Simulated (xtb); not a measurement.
xtb input (GFN1-xTB):

```bash
xtb mol.xyz --gfn 1 --sp --chrg 0 --uhf 0
```
mol.xyz:
```
9

C     -1.82147235    -0.16160194    -0.53081144
B     -0.32083840    -0.03177734    -0.09359167
S      0.48337099     1.56351326     0.18369679
S      0.63554115    -1.54406018     0.14012703
H     -2.14879675    -1.19477389    -0.65448452
H     -1.98952394     0.35969518    -1.47758576
H     -2.47603883     0.31226249     0.20632414
H     -0.57154289     2.34752961    -0.09900439
H      1.81633415    -1.00746428     0.49639643
```

Output:

```
           -------------------------------------------------
          |                Calculation Setup                |
           -------------------------------------------------

           -------------------------------------------------
          |                 G F N 1 - x T B                 |
           -------------------------------------------------

        Reference                      10.1021/acs.jctc.7b00118
      * Hamiltonian:
        H0-scaling (s, p, d)           1.850000    2.250000    2.000000
        zeta-weighting                 0.000000
      * Dispersion:
        s8                             2.400000
        a1                             0.630000
        a2                             5.000000
        s9                             0.000000
      * Repulsion:
        kExp                           1.500000
        rExp                           1.000000
      * Coulomb:
        alpha                          2.000000
        third order                    atomic
        anisotropic                    false
      * Halogen bond correction:
        rad-scale                      1.300000
        damping                        0.440000

          ...................................................
          :                      SETUP                      :
          :.................................................:
          :  # basis functions                  38          :
          :  # atomic orbitals                  36          :
          :  # shells                           20          :
          :  # electrons                        24          :
          :  # halogen bonds                     0          :
          :  max. iterations                   250          :
          :  Hamiltonian                  GFN1-xTB          :
          :  restarted?                      false          :
          :  GBSA solvation                  false          :
          :  PC potential                    false          :
          :  electronic temp.          300.0000000     K    :
          :  accuracy                    1.0000000          :
          :  -> integral cutoff          0.2500000E+02      :
          :  -> integral neglect         0.1000000E-07      :
          :  -> SCF convergence          0.1000000E-05 Eh   :
          :  -> wf. convergence          0.2000000E-04 e    :
          :  Broyden damping             0.4000000          :
          :  net charge                          0          :
          :  unpaired electrons                  0          :
          ...................................................

 iter      E             dE          RMSdq      gap      omega  full diag
   1    -13.7703604 -0.137704E+02  0.677E+00    5.57       0.0  T
   2    -13.7946116 -0.242513E-01  0.406E+00    4.89       1.0  T
   3    -13.7950442 -0.432628E-03  0.699E-01    4.78       1.0  T
   4    -13.7955835 -0.539276E-03  0.121E-01    4.92       1.0  T
   5    -13.7956485 -0.650156E-04  0.514E-02    4.85       1.0  T
   6    -13.7956588 -0.102328E-04  0.322E-02    4.88       1.0  T
   7    -13.7956653 -0.657018E-05  0.278E-03    4.87      12.0  T
   8    -13.7956654 -0.479381E-07  0.514E-04    4.87      64.9  T
   9    -13.7956654 -0.169843E-08  0.336E-05    4.87     991.8  T
  10    -13.7956654  0.386198E-10  0.838E-05    4.87     397.6  T

   *** convergence criteria satisfied after 10 iterations ***

         #    Occupation            Energy/Eh            Energy/eV
      -------------------------------------------------------------
         1        2.0000           -0.8528637             -23.2076
       ...           ...                  ...                  ...
         6        2.0000           -0.5233351             -14.2407
         7        2.0000           -0.5159749             -14.0404
         8        2.0000           -0.4980382             -13.5523
         9        2.0000           -0.4517492             -12.2927
        10        2.0000           -0.4432576             -12.0617
        11        2.0000           -0.4372332             -11.8977
        12        2.0000           -0.4038416             -10.9891 (HOMO)
        13                         -0.2249531              -6.1213 (LUMO)
        14                         -0.1566260              -4.2620
        15                         -0.1400161              -3.8100
        16                         -0.1281421              -3.4869
        17                         -0.1077606              -2.9323
       ...                                ...                  ...
        36                          0.5560342              15.1305
      -------------------------------------------------------------
                  HL-Gap            0.1788886 Eh            4.8678 eV
             Fermi-level           -0.3143974 Eh           -8.5552 eV

 SCC (total)                   0 d,  0 h,  0 min,  0.013 sec
 SCC setup                      ...        0 min,  0.000 sec (  0.695%)
 Dispersion                     ...        0 min,  0.000 sec (  0.322%)
 classical contributions        ...        0 min,  0.000 sec (  0.128%)
 integral evaluation            ...        0 min,  0.003 sec ( 19.510%)
 iterations                     ...        0 min,  0.003 sec ( 24.846%)
 molecular gradient             ...        0 min,  0.007 sec ( 53.011%)
 printout                       ...        0 min,  0.000 sec (  1.341%)

         :::::::::::::::::::::::::::::::::::::::::::::::::::::
         ::                     SUMMARY                     ::
         :::::::::::::::::::::::::::::::::::::::::::::::::::::
         :: total energy             -13.687747238449 Eh    ::
         :: gradient norm              0.026453490794 Eh/a0 ::
         :: HOMO-LUMO gap              4.867805960806 eV    ::
         ::.................................................::
         :: SCC energy               -13.795665389704 Eh    ::
         :: -> electrostatic           0.010815271885 Eh    ::
         :: repulsion energy           0.111266930684 Eh    ::
         :: dispersion energy         -0.003348779428 Eh    ::
         :: halogen bond corr.         0.000000000000 Eh    ::
         :: add. restraining           0.000000000000 Eh    ::
         :: total charge               0.000000000000 e     ::
         :::::::::::::::::::::::::::::::::::::::::::::::::::::

           -------------------------------------------------
          |                Property Printout                |
           -------------------------------------------------

    * Orbital Energies and Occupations

         #    Occupation            Energy/Eh            Energy/eV
      -------------------------------------------------------------
         1        2.0000           -0.8528637             -23.2076
         2        2.0000           -0.8511783             -23.1617
         3        2.0000           -0.6243810             -16.9903
         4        2.0000           -0.5604545             -15.2507
         5        2.0000           -0.5330851             -14.5060
         6        2.0000           -0.5233351             -14.2407
         7        2.0000           -0.5159749             -14.0404
         8        2.0000           -0.4980382             -13.5523
         9        2.0000           -0.4517492             -12.2927
        10        2.0000           -0.4432576             -12.0617
        11        2.0000           -0.4372332             -11.8977
        12        2.0000           -0.4038416             -10.9891 (HOMO)
        13                         -0.2249531              -6.1213 (LUMO)
        14                         -0.1566260              -4.2620
        15                         -0.1400161              -3.8100
        16                         -0.1281421              -3.4869
Note: The following floating-point exceptions are signalling: IEEE_DENORMAL
normal termination of xtb
        17                         -0.1077606              -2.9323
        18                         -0.0834285              -2.2702
        19                         -0.0638479              -1.7374
        20                         -0.0577733              -1.5721
        21                         -0.0574974              -1.5646
        22                         -0.0430790              -1.1722
        23                         -0.0261984              -0.7129
       ...                                ...                  ...
        36                          0.5560342              15.1305
      -------------------------------------------------------------
                  HL-Gap            0.1788886 Eh            4.8678 eV
             Fermi-level           -0.3143974 Eh           -8.5552 eV

  Mulliken/CM5 charges         n(s)   n(p)   n(d)
     1C    -0.19014 -0.27014   1.030  3.160  0.000
     2B     0.25407  0.04691   1.001  1.744  0.000
     3S    -0.22204 -0.23437   1.907  4.325 -0.010
     4S    -0.21250 -0.22352   1.906  4.318 -0.012
     5H     0.04014  0.09680   0.960  0.000  0.000
     6H     0.03769  0.09411   0.962  0.000  0.000
     7H     0.03769  0.09411   0.962  0.000  0.000
     8H     0.12524  0.19564   0.875  0.000  0.000
     9H     0.12986  0.20046   0.870  0.000  0.000

Wiberg/Mayer (AO) data.
largest (>0.10) Wiberg bond orders for each atom

 ---------------------------------------------------------------------------
     #   Z sym  total        # sym  WBO       # sym  WBO       # sym  WBO
 ---------------------------------------------------------------------------
     1   6 C    3.979 --     2 B    1.013     5 H    0.982     7 H    0.969
                             6 H    0.969
     2   5 B    3.429 --     4 S    1.198     3 S    1.176     1 C    1.013
     3  16 S    2.249 --     2 B    1.176     8 H    0.969
     4  16 S    2.263 --     2 B    1.198     9 H    0.968
     5   1 H    1.002 --     1 C    0.982
     6   1 H    1.006 --     1 C    0.969
     7   1 H    1.006 --     1 C    0.969
     8   1 H    0.993 --     3 S    0.969
     9   1 H    0.992 --     4 S    0.968
 ---------------------------------------------------------------------------

Topologies differ in total number of bonds
Writing topology from bond orders to xtbtopo.mol

 dipole moment from electron density (au)
     X       Y       Z
  -0.2876   0.4092  -0.0716  total (Debye):    1.284

           -------------------------------------------------
          | TOTAL ENERGY              -13.687747238449 Eh   |
          | GRADIENT NORM               0.026453490794 Eh/α |
          | HOMO-LUMO GAP               4.867805960806 eV   |
           -------------------------------------------------

------------------------------------------------------------------------
------------------------------------------------------------------------
 total:
 SCF:
```
